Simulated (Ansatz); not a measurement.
Two isomers of CH5BClFSi: A = `B[Si](C)(F)Cl`, B = `FB(Cl)C[SiH3]`.

Isolated molecules relaxed with PBE0-D4/def2-TZVP in Ansatz; ΔE leaves out vibrations. CCSD(T)/CBS is the MP2 limit (def2-TZVPP, def2-QZVPP) plus CCSD(T) − MP2 in def2-TZVPP, frozen cores. DFT in def2-TZVPP. B3LYP here is the variant with VWN-RPA as its local correlation; programs differ in this. One conformer a species, not always the lowest.

(1) Which isomer does CCSD(T)/CBS put lower? Give the gap. (An estimate is asked.)

(2) Give E(B) − E(A) in kJ/mol with HF/def2-TZVPP, CCSD/def2-TZVPP, B2PLYP, PBE0-D4, ωB97M-V, MP2/def2-TZVPP, B3LYP-D4. (An estimate is asked.)

Largest T1 diagnostic: 0.012.

Results:

(1) Ansatz gave: B, by 36.9 kJ/mol.

(2) Computed: HF/def2-TZVPP -32.4, CCSD/def2-TZVPP -42.5, B2PLYP -42.4, PBE0-D4 -45.9, ωB97M-V -44.7, MP2/def2-TZVPP -46.8, B3LYP-D4 -40.7. None reverses the order clearly.

In def2-TZVPP, CCSD(T) changes the Hartree–Fock value by −13.5 kJ/mol (the triples alone add −3.3 kJ/mol) and MP2 by −14.4 kJ/mol.
